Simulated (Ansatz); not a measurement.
Mulliken charges of `[OH][Ti]([OH])([OH])[SH]` from ωB97M-V/def2-TZVPP in Ansatz (PBE0-D4/def2-TZVP geometry).

```
atom   x (Å)   y (Å)   z (Å)  charge (e)
  O1  -0.203   1.308  -1.267      -0.429
 Ti2   0.243   0.048  -0.072       0.899
  O3   2.011  -0.217  -0.019      -0.428
  O4  -0.621  -1.470  -0.435      -0.441
  S5  -0.357   0.736   2.052      -0.272
  H6  -0.861   1.310  -1.963       0.181
  H7   2.536  -1.017   0.033       0.179
  H8  -1.181  -2.067   0.060       0.193
  H9  -1.479   1.323   1.595       0.118
```

Question: By hand: the dipole of these point charges (1 e Å = 4.8032 D).

Answer: Σ q r = (-0.289, -0.165, -0.029) e Å, of length 0.334 e Å = 1.60 D.

Question: How does the dipole of the full density compare? (Estimate.)

Answer: Computed: (-0.284, -0.467, -0.294) e Å, 2.98 D; the point charges give 0.54 times that, at 36° from its direction.

Point charges leave out the atoms' own dipoles, such as those of lone pairs, and Mulliken's split depends on the basis, so the two needn't agree.
